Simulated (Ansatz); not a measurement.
Isolated molecules relaxed with PBE0-D4/def2-TZVP in Ansatz; ΔE leaves out vibrations. CCSD(T)/CBS is the MP2 limit (def2-TZVPP, def2-QZVPP) plus CCSD(T) − MP2 in def2-TZVPP, frozen cores. One conformer a species, not always the lowest.

Consider the redistribution: `O[SiH2][Si](O)(F)F` + `CO[SiH2]P` → `CO[Si](O)(F)F` + `O[SiH2][SiH2]P`.

```csv
level,ΔE (kcal/mol)
SCS-MP2/def2-QZVPP,-10.0
HF/CBS(def2),-11.5
```

(1) What does CCSD(T)/CBS give? (Estimate.)

Largest T1 diagnostic among the species: 0.013.

Results:

(1) Computed: -10.7 kcal/mol. The listed levels differ from it by 0.7, -0.8 kcal/mol.

From PBE to PBE0 (25 % exact exchange), in def2-TZVPP and without D4, ΔE moves by −1.6 kcal/mol.
